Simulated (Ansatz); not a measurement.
Computed with Ansatz on PBE0-D4/def2-TZVP structures; ΔE is electronic, products minus reactants. CCSD(T)/CBS adds triple-zeta CCSD(T) − MP2 to the extrapolated MP2 energy (def2 sets, frozen cores). For Ge outer-core shells are correlated without core-valence functions, which leaves a few kJ/mol of doubt a bond. Scalar relativity is left out up to krypton. Each species was taken in one conformer, which may not be the lowest.

Reaction (cleavage of the Si–B bond): `N[B]([SiH3])[GeH3]` + `CNCF` → `CN([SiH3])CF` + `N[BH][GeH3]`

`N[B]([SiH3])[GeH3]`:

Cartesian coordinates in Å:
```
N 0.233 -0.963 -1.433
B 0.033 -0.217 -0.282
Si -1.067 -0.980 1.226
Ge 0.887 1.665 -0.179
H 0.773 -0.640 -2.221
H -0.146 -1.888 -1.566
H -2.249 -0.118 1.514
H -0.267 -1.064 2.481
H -1.571 -2.353 0.915
H -0.171 2.770 0.006
H 1.678 1.999 -1.466
H 1.867 1.790 1.005
```

`CNCF`:

Z-matrix (Å, degrees):
```
C
N 1 1.449
H 1 1.096 2 113.8
H 1 1.093 2 109.0 3 120.6
H 1 1.091 2 109.5 3 -121.9
C 2 1.397 1 116.4 3 -64.1
H 2 1.010 1 112.3 3 66.8
F 6 1.411 2 113.7 1 63.1
H 6 1.092 2 110.4 1 -177.9
H 6 1.093 2 110.2 1 -55.3
```

`CN([SiH3])CF`:

```xyz
13

C     0.380    0.617   -1.284
N    -0.092   -0.148   -0.144
Si    1.050   -0.716    1.030
C    -1.446    0.015    0.177
F    -1.717    1.263    0.763
H     0.432    1.692   -1.080
H     1.377    0.276   -1.575
H    -0.286    0.463   -2.139
H     1.702    0.364    1.823
H     2.122   -1.448    0.305
H     0.312   -1.617    1.950
H    -2.069   -0.025   -0.724
H    -1.765   -0.739    0.899
```

`N[BH][GeH3]`:

```xyz
9

N    -0.252    1.628    0.130
B     0.583    0.535    0.284
Ge   -0.075   -1.357   -0.211
H    -1.195    1.565   -0.219
H     0.027    2.569    0.358
H     1.687    0.725    0.708
H     0.788   -1.999   -1.315
H    -1.533   -1.348   -0.727
H    -0.030   -2.319    0.993
```

```tsv
species	CCSD(T)/CBS(def2) energy (Eh)
`N[B]([SiH3])[GeH3]`	-2449.52156
`CNCF`	-234.19797
`CN([SiH3])CF`	-524.49333
`N[BH][GeH3]`	-2159.24602
```

(1) Work out ΔE.

Largest T1 diagnostic among the species: 0.013.

Results:

(1) ΔE = (-524.49333) + (-2159.24602) − (-2449.52156) − (-234.19797) = -0.01982 Eh = -12.4 kcal/mol.

In def2-TZVPP, CCSD(T) changes the Hartree–Fock value by +2.7 kcal/mol (the triples alone add +0.4 kcal/mol) and MP2 by +1.0 kcal/mol. From PBE to PBE0 (25 % exact exchange), in def2-TZVPP and without D4, ΔE moves by −1.3 kcal/mol.
